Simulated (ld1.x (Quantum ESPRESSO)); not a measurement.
Plane-wave convergence, RRKJ potential for arsenic

- Element: As
- Generator: ld1.x (Quantum ESPRESSO) 7.5
- Type: norm-conserving RRKJ (Kleinman–Bylander form)
- Functional: PBEsol
- Relativity: scalar-relativistic
- Frozen core: [Ar] 3d10
- Valence charge: 5
- Reference configuration: 4s2 4p3
- Partial waves: 4s (bound): rc 1.90 bohr; 4p (bound): rc 1.90 bohr; 4d channel at -0.15 Ry: rc 2.02 bohr
- Local potential: all-electron potential smoothed inside 1.60 bohr (lloc = -2)
- Core correction: none
- rho0: 0.005

The pseudo-atom Hamiltonian at the reference potential is diagonalised in spherical Bessel functions j_l(qr) that vanish at 20 bohr, with q² up to the cutoff. All-electron valence levels (Ry): 4s -1.0659, 4p -0.3819.

Question: How do the lowest levels (Ry) of each channel move with the cutoff, and are there ghosts?

Answer:

| cutoff (Ry) | s #1 | s #2 | p #1 | d #1 | d #2 | f #1 | f #2 | Σ f·Δε (mRy) |
| --- | --- | --- | --- | --- | --- | --- | --- | --- |
| 8 | -0.9829 | -0.0244 | -0.3568 | 0.0628 | 0.1452 | 0.1132 | 0.2406 | 242.1 |
| 10 | -1.0168 | -0.0264 | -0.3577 | 0.0628 | 0.1451 | 0.1132 | 0.2406 | 171.5 |
| 12 | -1.0407 | -0.0279 | -0.3607 | 0.0628 | 0.1449 | 0.1132 | 0.2406 | 114.7 |
| 18 | -1.0617 | -0.0292 | -0.3722 | 0.0626 | 0.1444 | 0.1132 | 0.2406 | 38.1 |
| 21 | -1.0624 | -0.0293 | -0.3760 | 0.0626 | 0.1441 | 0.1132 | 0.2406 | 25.4 |
| 25 | -1.0625 | -0.0293 | -0.3797 | 0.0626 | 0.1439 | 0.1132 | 0.2406 | 14.3 |
| 30 | -1.0631 | -0.0293 | -0.3814 | 0.0625 | 0.1437 | 0.1132 | 0.2406 | 7.8 |
| 35 | -1.0645 | -0.0294 | -0.3819 | 0.0625 | 0.1436 | 0.1132 | 0.2406 | 3.6 |
| 45 | -1.0659 | -0.0295 | -0.3820 | 0.0625 | 0.1436 | 0.1132 | 0.2406 | 0.5 |
| 50 | -1.0660 | -0.0295 | -0.3820 | 0.0625 | 0.1436 | 0.1132 | 0.2406 | 0.2 |
| 55 | -1.0660 | -0.0295 | -0.3820 | 0.0625 | 0.1436 | 0.1132 | 0.2406 | 0.1 |
| 400 | -1.0661 | -0.0295 | -0.3820 | 0.0625 | 0.1436 | 0.1132 | 0.2406 | 0.0 |

Result: no extra level below or beside the all-electron valence levels (s, p, d, f tested); 10 mRy is reached at 30 Ry and 1 mRy at 45 Ry.
